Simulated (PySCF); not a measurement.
A species of formula C3H8N2Si has this rotational fingerprint, computed with wB97X-D/def2-SVPD in PySCF (dipole) on a GFN2-xTB geometry, gas phase:

* Rotational constants: A = 4382, B = 2588, C = 1827 MHz
* Dipole components: |μa| = 0.76 D, |μb| = 0.90 D, |μc| = 0.48 D
* Inertial defect: -34.07 u·Å²
* κ: -0.40

**Question.** Which candidate fits, each taken in the one conformer that was computed?
A. `[H]/[N:1]=[CH:2]/[C@@H:3]1[CH2:4][SiH2:5][NH:6]1` with N1–C2–C3–C4 108°, C2–C3–C4–Si5 -112°, C3–C4–Si5–N6 -8°, C4–Si5–N6–C3 8°, C2–C3–N6–Si5 108°
B. `[N:1]#[C:2][SiH2:3][CH2:4][CH2:5][NH2:6]` with C2–Si3–C4–C5 -162°, Si3–C4–C5–N6 -35°, C4–C5–N6–H -74° and 166°
C. `[CH2:1]=[C:2]1[CH2:3][NH:4][Si@H:5]1[NH2:6]` with N4–Si5–N6–H 43° and -101°

**Answer.** C. It is C=C1CN[Si@H]1N, an asymmetric top, point group C1. The candidates at the same level (rigid rotor, commonest isotopes):

```tsv
SMILES	A (MHz)	B (MHz)	C (MHz)	μa (D)	μb (D)	μc (D)	Δ (u·Å²)	point group	rotor
C=C1CN[Si@H]1N	4382	2588	1827	0.76	0.90	0.48	-34.07	C1	asymmetric top
[H]/N=C/[C@@H]1C[SiH2]N1	5760	2179	1953	0.99	1.37	0.42	-60.92	C1	asymmetric top
N#C[SiH2]CCN	8633	1356	1226	6.44	0.16	0.34	-19.08	C1	near-prolate asymmetric top
```

`N#C[SiH2]CCN` has A 97 % too high; `[H]/N=C/[C@@H]1C[SiH2]N1` has A 31 % too high. No structure here is proved a minimum.
